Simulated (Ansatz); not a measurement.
Geometry optimisation, Ansatz 0.2.0, RKS PBE0/def2-SVP.

The input (input.yaml):

```yaml
crystal:
  periodic: [false, false, false]
  atoms:
    - { symbol: O, position_ang: [-0.3583, 0.9386, -1.6053] }
    - { symbol: B, position_ang: [0.3747, 0.6993, -0.4192] }
    - { symbol: C, position_ang: [1.22097, 1.8878, 0.19592] }
    - { symbol: O, position_ang: [2.52275, 1.48041, 0.40992] }
    - { symbol: H, position_ang: [-1.2768, 1.2983, -1.2927] }
    - { symbol: H, position_ang: [0.32493, -0.37149, 0.11332] }
    - { symbol: H, position_ang: [1.1099, 2.79384, -0.36119] }
    - { symbol: H, position_ang: [0.78584, 2.07031, 1.26703] }
    - { symbol: H, position_ang: [3.01088, 1.61056, -0.52532] }
basis:
  gaussian: { orbitals: def2-SVP }
hamiltonian:
  xc: pbe0
relax:
  f_tol: 0.015
  max_steps: 40
```

Command:

```bash
$ ansatz run input.yaml --threads 1 --pin off --max-ram 2048MiB --backend cpu --events-out ev --progress --plain --runs-dir out
```

Task: Where does it end, and by what steps?

Result: The forces met the threshold. After 21 steps the energy has fallen by 1.341 eV; H6 moved furthest, 1.05 Å.

```tsv
step	energy less start (eV)	largest force component (eV/Å)	accepted
0	0.0000	3.407	yes
1	-0.4591	1.484	yes
2	-0.5354	1.048	yes
3	-0.6371	0.614	yes
4	-0.6658	0.865	yes
5	-0.6819	1.150	yes
6	-0.8902	1.681	yes
7	-0.9126	3.284	yes
8	-1.2602	0.607	yes
9	-1.2934	0.815	yes
10	-1.2816	1.005	no
11	-1.3357	0.110	yes
12	-1.3334	0.265	no
13	-1.3380	0.035	yes
14	-1.3391	0.030	yes
15	-1.3403	0.058	yes
16	-1.3402	0.159	no
17	-1.3407	0.063	yes
18	-1.3409	0.072	yes
19	-1.3407	0.089	no
20	-1.3411	0.021	yes
21	-1.3411	0.005	yes
```

```xyz
9
Properties=species:S:1:pos:R:3
O -0.913 1.256 -0.819
B 0.365 0.932 -0.526
C 1.291 2.022 0.129
O 2.501 1.551 0.679
H -1.399 0.544 -1.245
H 0.792 -0.178 -0.802
H 1.458 2.825 -0.627
H 0.733 2.527 0.938
H 2.885 0.928 0.055
```

Whether the end is a true minimum wasn't checked by a vibrational analysis.

Time of the run: 61 s on 1 CPU thread of a shared host.
